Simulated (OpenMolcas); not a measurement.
Ho3+ with its 8 nearest fluoride ions at 2.39 Å, on the Sr site of SrF2 (a = 5.796 Å, distance in the model lattice 2.510 Å). The rest of the host is ab initio model potentials to 7.6 Å and point charges beyond; the distance is set by hand and nothing relaxes, and no local charge compensation is placed. Ligand basis ANO-RCC-VDZP.

* Program: OpenMolcas 26.06
* Method: CASSCF
* Basis: ANO-RCC-VDZP [7s6p4d2f1g]
* Scalar Hamiltonian: DKH2, point nucleus
* Active space: 10 electrons in 7 orbitals (4f)
* State averaging: 2S+1 = 5 even, 35 roots (30 in the spin-orbit step); 2S+1 = 3 even, 105 roots kept (CI in the orbitals of an earlier block); 2S+1 = 1 even, 31 roots kept (CI in the orbitals of an earlier block)
* Spin-orbit coupling: RASSI with atomic mean-field integrals over the reference wave functions

**Question.** What is the spin-free ground state (labels of O, the rotations of Oh)?

**Answer.** 5A2, 1-fold in its orbital part, 100 % from free-ion I terms; it has the highest spin that f10 allows.

**Question.** Where is the first state of the same spin?

**Answer.** 5T2 at 118 cm-1 above the ground state.

**Question.** What are the lowest two levels with spin-orbit coupling?

**Answer.** A 5-fold level, then a 3-fold level T2 40.0 cm-1 above it. Their leading multiplicities are 5 (94 %) and 5 (94 %).

**Question.** What is χT at 300 K, and how does it compare with the textbook value?

**Answer.** Hund's rules give f10 the level 5I8 with g = 1.250, so an isolated free-ion multiplet has χT = g² J(J+1) / 8 = 14.062 cm3 K/mol. The computed 13.702 at 300 K differs by -3 %, through the field's splitting, the mixing of terms and any other multiplet in reach.

High states are left out of the spin-orbit mixing, which shifts the levels that they would mix with. Without dynamic correlation the ligand-field splitting of an f shell can come out too small, at times by half. The first state left out of the spin-orbit step lies near 45000 cm-1 above the lowest spin-free state of the reference (among the parities and spins computed), and the lists stop at four fifths of that energy or lower. No measured value stands beside these numbers; the geometry was set by hand and not optimised.
